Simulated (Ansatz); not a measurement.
The cluster Cu12S, relaxed as a singlet with RKS r2SCAN-D4/def2-SVP in Ansatz, starting from the GFN2-xTB geometry. Force threshold 0.03 eV/Å.

The restricted singlet is unstable towards broken spin symmetry in Hartree–Fock (as tested in another run); at r2SCAN-D4/def2-SVP this wasn't settled. Another isomer (singlet) lies 0.25 eV lower at PBE0-D4/def2-TZVP; other spin states weren't run for this one.

Start:

```xyz
13

S     2.879   -1.311   -0.062
Cu   -2.083    1.098   -0.305
Cu    0.980    1.414   -3.014
Cu   -0.440    2.453   -1.390
Cu   -2.593   -0.560    1.442
Cu    0.781   -2.103   -0.447
Cu   -1.507   -1.256   -0.726
Cu    1.753    0.077    1.387
Cu   -2.301   -0.811    3.748
Cu    0.052    1.722    0.899
Cu    0.304   -0.852   -2.386
Cu   -0.341    0.155    2.748
Cu    2.518   -0.024   -1.894
```

(1) Estimate the energy that the relaxation releases and the steps that it takes.

(2) Does the start keep its bonding?

(3) Predict the relaxed structure.

## Answers

(1) 511.9 kJ/mol, in 18 steps; 1.8 min on 2 threads of AMD EPYC 7R13 on a shared host and a share (18 GiB) of an NVIDIA H100 80GB HBM3. No frequencies were taken in this run, so the end may be a saddle point.

(2) Bonds formed: Cu2–Cu11, Cu4–Cu11, Cu4–Cu13, Cu5–Cu10, Cu6–Cu10, Cu6–Cu12, Cu7–Cu9, Cu7–Cu10 (atoms count from 1). Metal–metal contacts that move far: Cu8–Cu13 3.37 to 2.63 Å, Cu6–Cu13 3.07 to 2.48 Å.

(3) 
```xyz
13

S     3.161   -1.044   -0.145
Cu   -2.110    1.052   -0.643
Cu    0.925    0.854   -3.308
Cu   -0.074    2.026   -1.575
Cu   -2.028    0.799    1.718
Cu    0.878   -1.509    0.013
Cu   -1.512   -1.128    0.280
Cu    2.003    0.051    1.403
Cu   -2.488   -1.346    2.437
Cu   -0.010    0.866    0.473
Cu   -0.420   -0.349   -1.692
Cu   -0.170   -0.702    2.232
Cu    1.845    0.430   -1.194
```
Bond lengths (bridged metal pairs left out): 30 × Cu–Cu 2.31 to 2.58 Å; 3 × Cu–S 2.22 to 2.34 Å.
